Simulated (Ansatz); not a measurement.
Species: SnF, charge 0, doublet. SnF (SMILES [F][Sn], doublet).
B3LYP-D3(BJ)/def2-TZVP minimum from Ansatz (a quantum-chemistry and plane-wave program):
```
Sn
F 1 1.9637
```
Charge 0, spin multiplicity 2.

Total energies in def2-TZVPP, 11 correlated electrons, 10 frozen orbitals. Radicals and triplets start from unrestricted determinants; spin-orbit coupling is neglected. Cores are frozen in correlated methods (noble-gas shells, and filled d and f shells in the p block). Past Kr the def2 sets carry scalar-relativistic core potentials. Spin-orbit terms, left out, reach several kcal/mol for Br and I, and more for heavier atoms. The spin of FSn ([F][Sn], doublet) was assumed, and the state is the lowest solution found for it.

```
method    program  energy (Eh)  minus CCSDT(Q) (mEh)
--------  -------  -----------  --------------------
HF         Ansatz   -312.86300                335.50
MP2        Ansatz   -313.17974                 18.76
CCSD       Ansatz   -313.18721                 11.29
CCSD(T)    Ansatz   -313.19756                  0.95
CCSDT(Q)   Ansatz   -313.19850                  0.00
```

Rough core times of Ansatz's runs on a shared machine: CCSD(T) under 20 s, CCSDT(Q) 6 min.
